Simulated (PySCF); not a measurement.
## TDDFT excited states: C7H9N

Compound: C₇H₉N.
SMILES: `CC(C)C=C=CC#N`

Computed with TDDFT B3LYP/def2-SVPD, vertical, gas phase, core orbitals frozen in the response (PySCF 2.14.0, density-fitted response routines). The structure is a single GFN2-xTB conformer in the gas phase; no vibrational or solvent corrections. Torsions of this conformer, `[CH3:1][CH:2]([CH3:3])[CH:4]=[C:5]=[CH:6][C:7]#[N:8]`: C1–C2–C4–C5 -117°.

Q: What does the calculation give for the low-lying excited states?

A: 

| state | E (eV) | E (hartree) | f | main configurations (H = HOMO, L = LUMO) |
| --- | --- | --- | --- | --- |
| S1 | 5.14 | 0.1887 | 0.0004 | H-1→L (98%) |
| S2 | 5.88 | 0.2160 | 0.0006 | H→L+1 (97%) |
| S3 | 6.15 | 0.2261 | 0.419 | H→L (89%) |
| S4 | 6.53 | 0.2398 | 0.0000 | H-2→L (97%) |
| S5 | 7.00 | 0.2573 | 0.0031 | H→L+2 (71%), H→L+3 (19%) |
| S6 | 7.11 | 0.2613 | 0.396 | H-1→L+1 (62%), H-1→L+2 (24%) |
| S7 | 7.34 | 0.2699 | 0.140 | H-1→L+2 (68%), H-1→L+1 (16%) |
| S8 | 7.40 | 0.2719 | 0.0006 | H→L+5 (56%), H→L+2 (20%), H→L+3 (12%) |

Triplets (Tamm–Dancoff): T1 3.99 eV, H→L (94%); T2 4.78 eV, H-1→L (96%); T3 4.83 eV, H-1→L+1 (88%).

The lowest singlet comes at 241 nm (496 kJ/mol) in the ultraviolet; it is dark (f under 0.0005); its leading configuration is HOMO-1→LUMO (98%). The most intense listed level is S3 at 6.15 eV (202 nm, f = 0.419), 1.02 eV above S1. Löwdin shares by element: HOMO carbon 62% or more, nitrogen 22% (atoms not listed hold the other 16%); LUMO carbon 63% or more, nitrogen 14% (atoms not listed hold the other 23%). The listed states span 2.26 eV, and the widest gap between neighbours is 0.74 eV (S1 to S2). Of the 8 states listed, 3 reach f = 0.01 and 2 stay under 0.0005. Weighted by f, the mean energy of these states is 6.72 eV. Singlets were solved by full linear response, triplets in the Tamm–Dancoff approximation.
